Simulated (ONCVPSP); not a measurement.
# mercury, ONCV: configuration errors across variants

| Property | Result |
| --- | --- |
| Element | Hg |
| Generator | ONCVPSP 4.0.1 |
| Type | optimised norm-conserving Vanderbilt (ONCV) |
| Functional | LDA (Perdew-Wang 92) |
| Relativity | scalar-relativistic |
| Frozen core | [Kr] 4d10 4f14 |
| Valence charge | 20 |
| Reference configuration | 5s2 5p6 5d10 6s1.5 (charge +0.5) |
| Partial waves | 5s+6s: rc 1.35 bohr, ncon 5, nbas 10, qcut 8.9 1/bohr, 2 projectors; 5p: rc 1.60 bohr, ncon 4, nbas 8, qcut 10.3 1/bohr, 1 projector; 5d: rc 2.00 bohr, ncon 5, nbas 9, qcut 9.1 1/bohr, 2 projectors, debl 1.3 Ha |
| Local potential | polynomial inside 1.15 bohr (lpopt 5, dvloc0 6 Ha) |
| Core correction | Teter function, fcfact 3, rcfact 1.3 |

All-electron excitation energies from the reference (eV): (1) 5s2 5p6 5d10 6s2 -4.523; (2) 5s2 5p6 5d10 6s1 6.519; (3) 5s2 5p6 5d10 6s0 25.909; (4) 5s2 5p6 5d10 6s0 6p1 14.058.

Errors AE − PS in meV (a dash: test not solved or not reliable):

| change | (1) | (2) | (3) | (4) | bound ghosts | GHOST(+) flags above zero |
| --- | --- | --- | --- | --- | --- | --- |
| base | +1.4 | -2.2 | -9.4 | +86 | none | none |
| p: nproj 3 | +1.4 | -2.2 | -9.4 | -3.9 | none | p |
| local potential polynomial inside 1.15 bohr (lpopt 5, dvloc0 3.5 Ha) | +1.2 | -1.9 | -8.6 | +150 | none | s |
| d: qcut 6 | +1.5 | -2.0 | -8.2 | +86 | none | none |
| core correction Teter function, fcfact 5.25, rcfact 1.45 | +1.3 | -2.3 | -11 | +85 | none | none |
| d: rc 2.48 | +1.5 | -2.1 | -8.8 | +86 | none | none |
| p: ncon 5, nbas 9 | +1.4 | -2.2 | -9.4 | +22 | none | none |

Give the same row for: s: qcut 5.4; p: qcut 6.2; d: qcut 5.5.

+1.2, -2.4, -13, +156; bound ghosts: none; GHOST(+) flags above zero: s.
